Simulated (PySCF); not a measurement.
Ta(S)(F)(OH)2 (FH2O2STa), SMILES [OH][Ta]([F])([OH])=[S], multiplicity 1.

Geometry: PBE0-D3(BJ)/def2-SVP. The multiplicity is an assumed one; other spin states were not compared. The def2 effective core potentials stand for the cores of Ta; spin–orbit coupling is left out. The values are those of a single conformer.

Calculation: PySCF with TDDFT-PBE/def2-SVPD.

Vertical excitations. Gas-phase values at a fixed geometry. State labels are in the subgroup Cs.

| state | symmetry | energy (eV) | λ (nm) | f | main pairs |
|---|---|---|---|---|---|
| S1 | A" | 4.30 | 288 | 0.000 | HOMO→LUMO 92 % |
| S2 | A' | 4.56 | 272 | 0.003 | HOMO−1→LUMO 54 %, HOMO→LUMO+1 45 % |
| S3 | A" | 4.63 | 268 | 0.001 | HOMO−1→LUMO+1 91 % |
| S4 | A' | 5.15 | 241 | 0.038 | HOMO→LUMO+1 34 %, HOMO−1→LUMO 26 %, HOMO−1→LUMO+4 14 %, HOMO→LUMO+5 9 % |
| S5 | A" | 5.34 | 232 | 0.000 | HOMO−2→LUMO 88 % |
| S6 | A' | 5.38 | 231 | 0.025 | HOMO→LUMO+2 83 %, HOMO→LUMO+3 14 % |
| S7 | A" | 5.46 | 227 | 0.020 | HOMO−1→LUMO+2 84 % |
| S8 | A' | 5.51 | 225 | 0.000 | HOMO−2→LUMO+1 81 % |
| S9 | A" | 5.56 | 223 | 0.006 | HOMO→LUMO+4 70 %, HOMO−1→LUMO+2 12 % |
| S10 | A" | 5.66 | 219 | 0.000 | HOMO−1→LUMO+3 87 % |
| T1 | A' | 3.79 | 327 | 0 | HOMO−1→LUMO 74 %, HOMO→LUMO+1 24 % |
| T2 | A" | 3.99 | 311 | 0 | HOMO→LUMO 82 %, HOMO−1→LUMO+1 17 % |
| T3 | A' | 4.05 | 306 | 0 | HOMO→LUMO+1 74 %, HOMO−1→LUMO 24 % |
| T4 | A" | 4.40 | 282 | 0 | HOMO−1→LUMO+1 82 %, HOMO→LUMO 17 % |
Triplets are in the Tamm–Dancoff approximation, which puts them higher than full response would, so one can lie above its singlet here.
